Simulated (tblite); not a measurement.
Species: C2H7F3OSi2.
Bonds: F1–C2, C2–F3, C2–F4, C2–Si5, Si5–O6, O6–C7, C7–Si8. Hydrogens: H9, H10 on Si5; H11, H12 on C7; H13, H14, H15 on Si8.

Computed with GFN2-xTB (tblite), gas phase: L-BFGS steps from a force-field or distance-geometry start until the largest atomic force falls under 0.01 eV/Å.

The end geometry, which sets the zero of energy:
```
atom  x, y, z in Å
F1      2.9597    0.1743    1.5287
C2      2.6060    0.4155    0.2523
F3      2.3820    1.7408    0.1699
F4      3.7171    0.1863   -0.4823
Si5     1.1358   -0.6660   -0.3824
O6     -0.0394   -0.1498    0.5674
C7     -1.4088   -0.5032    0.6271
Si8    -2.4628    0.6093   -0.5215
H9      1.5139   -2.0613   -0.1735
H10     0.9750   -0.3550   -1.8008
H11    -1.7123   -0.3818    1.6698
H12    -1.5228   -1.5604    0.3745
H13    -3.8434    0.1453   -0.3782
H14    -2.3102    1.9963   -0.0957
H15    -1.9942    0.4178   -1.8943
```

**Question.** These geometries come from the run, each turned onto the end geometry. Order them by energy, lowest first.
A.
```
atom  x, y, z in Å
F1      3.0787   -0.1793    1.4567
C2      2.6203    0.3672    0.3159
F3      2.4124    1.6690    0.5834
F4      3.6576    0.3324   -0.5483
Si5     1.0857   -0.5304   -0.4398
O6     -0.0259   -0.1500    0.6403
C7     -1.4069   -0.4370    0.7228
Si8    -2.4298    0.4726   -0.6138
H9      1.3967   -1.9575   -0.5212
H10     0.9036    0.0609   -1.7660
H11    -1.7194   -0.1205    1.7213
H12    -1.5508   -1.5203    0.6662
H13    -3.8276    0.1647   -0.3084
H14    -2.1321    1.8984   -0.5212
H15    -2.0669   -0.0621   -1.9269
```
B.
```
atom  x, y, z in Å
F1      3.0723   -0.6881    1.2776
C2      2.6841    0.2194    0.3618
F3      2.6866    1.4107    0.9887
F4      3.6900    0.2792   -0.5394
Si5     1.0180   -0.2191   -0.5171
O6     -0.0013   -0.0440    0.6974
C7     -1.3905   -0.2620    0.8320
Si8    -2.4421    0.2150   -0.6901
H9      1.1655   -1.5831   -1.0149
H10     0.8532    0.7468   -1.6018
H11    -1.7057    0.3095    1.7082
H12    -1.5415   -1.3190    1.0718
H13    -3.8252   -0.0459   -0.2935
H14    -2.2387    1.6250   -1.0129
H15    -2.0292   -0.6364   -1.8068
```
C.
```
atom  x, y, z in Å
F1      2.8238   -0.5988    1.5295
C2      2.6921    0.0673    0.3179
F3      2.8809    1.4306    0.4714
F4      3.6883   -0.3741   -0.5337
Si5     0.9803   -0.1559   -0.4180
O6     -0.1167   -0.8333    0.6694
C7     -1.2853   -0.1507    0.8578
Si8    -2.3343    0.0797   -0.6296
H9      1.1888   -1.1392   -1.5235
H10     0.5462    1.1298   -0.9280
H11    -1.1642    0.8541    1.3145
H12    -1.9133   -0.7450    1.5974
H13    -3.4670   -0.9021   -0.6839
H14    -2.9293    1.4378   -0.7072
H15    -1.5946   -0.0921   -1.8732
```
D.
```
atom  x, y, z in Å
F1      2.9889   -0.7714    1.2915
C2      2.7259    0.1221    0.3201
F3      2.9958    1.3300    0.8466
F4      3.6671   -0.0765   -0.6312
Si5     0.9851   -0.0779   -0.4948
O6     -0.0071    0.0587    0.7485
C7     -1.3987   -0.1547    0.8876
Si8    -2.4429    0.1161   -0.6881
H9      1.0114   -1.4015   -1.1252
H10     0.8578    1.0153   -1.4645
H11    -1.7249    0.5166    1.6862
H12    -1.5550   -1.1770    1.2527
H13    -3.6971   -0.6074   -0.4732
H14    -2.7046    1.5416   -0.8655
H15    -1.7063   -0.4260   -1.8295
```
E.
```
atom  x, y, z in Å
F1      2.8805   -0.5982    1.5194
C2      2.7443    0.0330    0.3398
F3      3.0242    1.3349    0.5843
F4      3.7520   -0.4193   -0.4402
Si5     1.0162   -0.1298   -0.5621
O6     -0.0330   -0.4407    0.5989
C7     -1.3783   -0.0898    0.8761
Si8    -2.5428    0.0645   -0.6559
H9      1.0967   -1.2712   -1.4635
H10     0.9008    1.1665   -1.2418
H11    -1.3377    0.8727    1.3944
H12    -1.7388   -0.8369    1.5883
H13    -3.6183   -0.9212   -0.5903
H14    -3.0590    1.4342   -0.6582
H15    -1.7112   -0.1905   -1.8283
```

**Answer.** A (0.007 eV), B (0.020 eV), D (0.057 eV), E (0.159 eV), C (0.924 eV).

In the order of the answer:

```json
{"step": "147", "E above end (eV)": "0.007", "largest force (eV/Å)": "0.06", "rms force component (eV/Å)": "0.023", "rms distance from end (Å)": "0.303", "rms bond change (Å)": "0.001", "bond most changed (Å)": "O6–C7 -0.003"}
{"step": "110", "E above end (eV)": "0.020", "largest force (eV/Å)": "0.04", "rms force component (eV/Å)": "0.015", "rms distance from end (Å)": "0.721", "rms bond change (Å)": "0.002", "bond most changed (Å)": "C7–Si8 -0.005"}
{"step": "76", "E above end (eV)": "0.057", "largest force (eV/Å)": "0.13", "rms force component (eV/Å)": "0.046", "rms distance from end (Å)": "0.847", "rms bond change (Å)": "0.003", "bond most changed (Å)": "Si5–H10 +0.006"}
{"step": "19", "E above end (eV)": "0.159", "largest force (eV/Å)": "0.21", "rms force component (eV/Å)": "0.067", "rms distance from end (Å)": "0.989", "rms bond change (Å)": "0.008", "bond most changed (Å)": "C2–Si5 +0.024"}
{"step": "0", "E above end (eV)": "0.924", "largest force (eV/Å)": "3.24", "rms force component (eV/Å)": "1.026", "rms distance from end (Å)": "1.026", "rms bond change (Å)": "0.046", "bond most changed (Å)": "Si5–O6 +0.090"}
```

The cost below is that of the whole relaxation. Hardware: an Intel Xeon Platinum 8259CL at 2.50 GHz with one thread, on a shared host. Cost: 2.2 s of wall time.
